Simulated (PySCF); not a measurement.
SMILES C([NH])C, doublet (PBE0/def2-SVP optimised geometry):

```
9

C     -0.269    -0.345    -1.257
C      0.255     0.322     0.000
N     -0.232    -0.298     1.192
H      0.117     0.146    -2.163
H     -1.368    -0.307    -1.284
H      0.028    -1.404    -1.284
H      1.368     0.322     0.000
H     -0.007     1.404     0.000
H      0.176     0.223     1.982
```

Level of theory: PySCF with unrestricted PBE0/def2-TZVP.

### Question
What are the frontier orbital energies (α orbitals alone; a β orbital can be the lowest empty one) and the dipole moment?

### Answer
HOMO-2 -10.30 eV, HOMO-1 -8.24 eV, HOMO -7.66 eV, LUMO 1.12 eV, LUMO+1 2.04 eV; dipole moment 1.89 D.

On the same geometry PySCF 2.14.0 with unrestricted PBE/def2-TZVP gives HOMO-2 -8.77 eV, HOMO-1 -6.63 eV, HOMO -5.98 eV, LUMO 0.29 eV, LUMO+1 1.22 eV; dipole moment 1.90 D.

Meta-Löwdin charges at PBE0/def2-TZVP: C1 -0.35, C2 -0.10, N3 -0.34, H4 0.11, H5 0.12, H6 0.12, H7 0.11, H8 0.11, H9 0.21.
